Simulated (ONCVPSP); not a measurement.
# Before and after: ONCV potential for zirconium

```json
{"Element": "Zr (Z = 40)", "Generator": "ONCVPSP 4.0.1", "Type": "optimised norm-conserving Vanderbilt (ONCV)", "Functional": "PBE", "Relativity": "scalar-relativistic", "Frozen core": "[Kr]", "Valence charge": "4", "Reference configuration": "4d2 5s2", "Partial waves": "5s: rc 3.35 bohr, ncon 3, nbas 8, qcut 2 1/bohr, 2 projectors, debl 3.8 Ha; p scattering state at 0.17 Ha: rc 3.20 bohr, ncon 3, nbas 6, qcut 3 1/bohr, 1 projector; 4d: rc 2.65 bohr, ncon 3, nbas 8, qcut 6.7 1/bohr, 1 projector", "Local potential": "polynomial inside 2.30 bohr (lpopt 5, dvloc0 0 Ha)", "Core correction": "Teter function fitted to the true core (icmod 2), fcfact 0.25"}
```

In the p channel the program set the typed energies aside and used 0.050 Ha.

All-electron outer shells of the reference configuration (PBE, scalar-relativistic, ld1.x):

```
shell  level (eV)  outermost node (bohr)  outermost maximum (bohr)
   4p      -32.46                   0.56                      1.17
   5s       -4.44                   1.47                      3.15
   4d       -3.60                   0.58                      1.59
```

Change: d: qcut 4.

Cutoffs: the cutoffs (Ha) at which the residual kinetic energy of the hardest occupied pseudo-wave falls to 1 and 0.1 mHa per electron; they do not see the model core or the augmentation charge, which bear on the density cutoff. Errors are all-electron minus pseudo energies relative to the spin-unpolarised reference configuration.

Question: Predict the effect on cutoff, ghosts and configuration errors.

Answer: The potential gets neither clearly harder nor softer (12 Ha and 15 Ha → 7.8 Ha and 33 Ha); of the 3 tests that both files solve, the error grows in 1 and shrinks in 2 by more than 15 % and 0.3 meV (median size 17.1 → 2.7 meV); neither file shows a bound ghost.

```tsv
quantity	base	changed
cutoff, loose	12 Ha	7.8 Ha
cutoff, tight	15 Ha	33 Ha
loose cutoff by channel	s 1.7 Ha, d 12 Ha	s 1.7 Ha, d 7.8 Ha
bound ghosts	none	none
GHOST(+) flags under 300 eV	p at 11.3 eV, s at 85.3 eV	p at 11.3 eV, s at 85.3 eV
tests with a reliable result	3 of 4	3 of 4
error for 4d2 5s1, meV [ΔE 7.14 eV]	-2.6	-2.2
error for 4d2 5s0, meV [ΔE 20.08 eV]	-17	-24
error for 4d3 5s1, meV [ΔE 1.19 eV]	-33	+2.7
s: phases at 3.40 bohr within 0.05 rad from the reference energy up to (Ha; the scan ends near 5)	0.4	0.4
p: phases at 3.24 bohr within 0.05 rad from the reference energy up to (Ha; the scan ends near 5)	0.3	0.3
d: phases at 2.70 bohr within 0.05 rad from the reference energy up to (Ha; the scan ends near 5)	0.8	0.6
rms error of d²Exc/dni dnj with the model core, mHa	3.72	4.03
```

Base: The cutoffs count occupied waves only; projector 2 of the s channel, the hardest unoccupied one, needs 49 Ha at the loose tolerance. Changed file: The cutoffs count occupied waves only; projector 2 of the s channel, the hardest unoccupied one, needs 49 Ha at the loose tolerance.
